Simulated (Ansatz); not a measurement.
```yaml
crystal:
  periodic: [false, false, false]
  atoms:
    - {symbol: h, position_ang: [-1.784923, -2.254938, 0.030778]}
    - {symbol: C, position_ang: [-0.754754, -0.899502, -0.153618]}
    - {symbol: O, position_ang: [-0.690358, -0.034876, 0.675069]}
    - {symbol: Ge, position_ang: [0.480764, 1.850678, 0.437279]}
    - {symbol: Cl, position_ang: [1.490159, 1.031791, -1.397277]}
    - {symbol: H, position_ang: [-0.172782, -0.898484, -1.081172]}
    - {symbol: H, position_ang: [1.492994, 1.137332, 1.443242]}
basis:
  gaussian: {orbitals: cc-pVTZ, point_charges: [{charge: -1.00, position_ang: [6.293, -0.755, -0.778]}]}
hamiltonian: {xc: {name: SPW92}}
accuracy: high
output: {forces: true}
```

```sh
$ ansatz run in.yaml --threads 4 --pin off --events-out ev --progress --plain --max-ram 10444MiB
```

Task: How does Ansatz answer? (An estimate is asked.)

Result: Computed: The program refused the input.
```
Error: YAML parse error: error: line 4 column 16: `h` is not an element symbol (H … Og, case-exact)
 --> <input>:4:16
2 |   periodic: [false, false, false]
3 |   atoms:
4 |     - {symbol: h, position_ang: [-1.784923, -2.254938, 0.030778]}
5 |     - {symbol: C, position_ang: [-0.754754, -0.899502, -0.153618]}
6 |     - {symbol: O, position_ang: [-0.690358, -0.034876, 0.675069]}
```
